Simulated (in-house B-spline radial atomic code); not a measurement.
A calculation on F⁵⁺: its settings, and results tabulated from the run. Level of theory: scalar-relativistic (X2C) r2SCAN0, spin-polarised, spherical fractional occupations, exact exchange averaged over the configuration, Fermi nucleus of rms radius 2.8976 fm; calculated with a B-spline radial code for spherical atoms.

Command:
```bash
python run_scf.py task.json out
```
Settings (nuclear radius in fm, mass in u):
```
Z                9
configuration    [He] 2s2
hamiltonian      x2c
method           r2scan0
spin_polarised   True
nucleus          fermi
rms_radius       2.8976
atomic_mass      18.9984
speed_of_light   137.035999084
exact_exchange   averaged over the configuration
```

Output (hartree, bohr):
```
 radial grid: 65 intervals, B-splines of order 8, outer radius 7.0175 bohr

 iter        energy (Eh)    residual
    1         -88.102280    2.66e-02
    2         -88.103728    4.79e-04
    3         -88.103728    2.50e-04
    4         -88.103729    1.30e-04
    5         -88.103729    8.01e-06
    6         -88.103729    4.78e-07
    7         -88.103729    1.92e-08

 total energy                       -88.10373
 kinetic                              88.1897
 electron-nucleus                   -188.7050
 Hartree                              19.2811
 exact exchange                       -1.6968
 exchange-correlation                 -5.1727

 orbital      occ     eigenvalue          <r>       <r^2>       <1/r>       r_max
 1s up      1.000       -30.7236     0.174573    0.041014      8.6936      0.1141
 1s down    1.000       -30.7236     0.174573    0.041014      8.6936      0.1141
 2s up      1.000        -5.4150     0.806211    0.760761     1.80746      0.6809
 2s down    1.000        -5.4150     0.806211    0.760761     1.80746      0.6809
```

Time taken, with all properties: 0.29 s on 1 thread of Arm Neoverse N1, on a shared host.
